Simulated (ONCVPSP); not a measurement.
## Reading a pseudo-wave (iron)

Columns: radius, all-electron u(r) and pseudo u(r) of the 3d shell (level -7.75 eV) of iron in the configuration [Ne] 3s2 3p6 3d6 4s2; LDA (Perdew-Wang 92), scalar-relativistic, ONCV scheme, ONCVPSP 4.0.1.

| r (bohr) | all-electron | pseudo |
| --- | --- | --- |
| 0.078 | 0.0392 | 0.0099 |
| 0.155 | 0.1764 | 0.0730 |
| 0.232 | 0.3600 | 0.2175 |
| 0.310 | 0.5411 | 0.4256 |
| 0.388 | 0.6903 | 0.6430 |
| 0.465 | 0.7983 | 0.8210 |
| 0.542 | 0.8685 | 0.9300 |
| 0.620 | 0.9071 | 0.9593 |
| 0.698 | 0.9198 | 0.9393 |
| 0.775 | 0.9138 | 0.9157 |
| 0.852 | 0.8948 | 0.8948 |
| 0.930 | 0.8667 | 0.8667 |
| 1.008 | 0.8329 | 0.8329 |
| 1.085 | 0.7964 | 0.7963 |
| 1.162 | 0.7582 | 0.7582 |
| 1.240 | 0.7191 | 0.7191 |
| 1.318 | 0.6804 | 0.6804 |
| 1.395 | 0.6431 | 0.6431 |
| 1.472 | 0.6070 | 0.6070 |
| 1.550 | 0.5719 | 0.5719 |
| 1.628 | 0.5385 | 0.5385 |
| 1.705 | 0.5071 | 0.5071 |
| 1.782 | 0.4774 | 0.4774 |
| 1.860 | 0.4490 | 0.4490 |
| 1.938 | 0.4222 | 0.4222 |
| 2.015 | 0.3973 | 0.3973 |

(1) How many radial nodes do the two functions have?

(2) At about which radius was the pseudo-wave matched?

(3) Is the pseudo-wave norm-conserving?

Results:

(1) The all-electron 3d function has n − l − 1 = 0; the pseudo-wave has 0.

(2) 0.85 bohr, where the columns begin to agree (steps of 0.08 bohr).

(3) Yes: the ONCV scheme keeps the norm inside the radius equal to the all-electron one, which fixes the energy derivative of the logarithmic derivative at the level.
